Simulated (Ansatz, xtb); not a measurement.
## C3H3N3O2: 3 structures ranked

3 gas-phase structures of C3H3N3O2, from a drawn sample of its isomers (lower ones may exist). Each was relaxed with GFN2-xTB:

A. `O=COc1nc[nH]n1`, a singlet
B. `O=COc1nnc[nH]1`, a singlet
C. `O=COc1ncn[nH]1`, a singlet

Problem. Estimate their order in r2SCAN-D4/def2-SVP energy at these geometries, lowest first.

Solution. Calculated order at r2SCAN-D4/def2-SVP: C (0.000), A (0.119), B (0.365) eV.

Energies above the lowest of each column, in eV; the last columns are at PBE-D3(BJ)/def2-SVP geometries:

| structure | GFN2-xTB | HF/STO-3G | r2SCAN-D4/def2-SVP | PBE-D3(BJ)/def2-SVP | CCSD(T)/def2-SVP + ΔMP2/def2-TZVPP |
| --- | --- | --- | --- | --- | --- |
| C | 0.000 | 0.000 | 0.000 | 0.000 | 0.000 |
| A | 0.112 | 0.031 | 0.119 | 0.102 | 0.023 |
| B | 0.144 | 0.222 | 0.365 | 0.336 | 0.302 |

Every level run on C puts it lowest or level with the lowest. Flexible structures stand in one conformer each, not always the lowest. ΔMP2 is the change of the MP2 energy from the smaller to the larger basis.

Programs: Ansatz 0.2.0, xtb 6.7.1.
